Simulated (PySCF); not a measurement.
**A thermochemical cycle for SrLi**

CCSD(T) in PySCF with def2-SVP on every atom (core potentials on Sr), for the lowest determinant that a PBE0 search found; no spin–orbit coupling. SrLi, a doublet (σ ↑), has De = 0.19 eV to neutral atoms, and SrLi⁺, a singlet (closed shell), has De = 1.24 eV to Sr + Li⁺.

At the same level the Li atom ionises at 5.25 eV.

Question: What is the adiabatic ionisation energy of the molecule, and does ionisation strengthen or weaken the bond?

Answer: IE = IE(Li) + De(neutral) − De(ion) = 5.25 + 0.19 − 1.24 = 4.20 eV. De changes by +1.05 eV, so ionisation strengthens the bond.

Correlated steps freeze no core orbitals. Weak bonds: SrLi. Basis-set superposition, not corrected here, can be much of De in a small basis, most of all at correlated wavefunction levels. For an ion De counts to the pair picked by the measured ionisation energies or electron affinities, which need not be the lowest pair at this level. The CCSD T1 diagnostic is raised in SrLi⁺, a sign that a single reference may not be enough there. States were picked by a PBE0 search and need not be the measured ground states.
